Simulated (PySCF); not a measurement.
A structure optimised at PBE-D3(BJ)/def2-SVP, used in a PySCF frequency run:

```
C
C 1 1.3506
F 2 1.3450 1 122.24
H 1 1.1003 2 116.90 3 -180.00
H 2 1.1018 3 112.78 1 180.00
C 1 1.4488 4 118.70 2 -180.00
C 6 1.3506 1 124.39 4 0.00
F 7 1.3450 6 122.24 1 0.00
H 6 1.1003 7 116.90 8 180.00
H 7 1.1018 8 112.78 6 180.00
```
Charge 0, spin multiplicity 1.

Problem. Write its SMILES, formula and point group.

Solution. F/C=C\C=C/F, C4H4F2, C2h

Problem. What are its rotational constants (standard atomic weights)?

Solution. 13.571, 1.5612, 1.4001 GHz
